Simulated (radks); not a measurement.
These are the eigenvalues of the occupied orbitals of an atom or ion with whole-number occupations (eV). Method: Dirac Kohn-Sham, PBEsol, spin-unpolarised, spherical densities, point nucleus; computed with a radial shooting solver on a logarithmic mesh with Libxc functionals.

1s1/2: -15.4990

Which element is it, and in what charge state? The configuration may be excited. Open shells, if any, fill j = l - 1/2 first.

Answer. Z = 2, helium, charge 0: He in [He]. The 1s level, -0.56958 hartree, gives Z - s = 1.1 by -(Z - s)^2/2, which with screening and relativity narrows Z to a few neighbours, and the depths must fix Z and the occupations together.
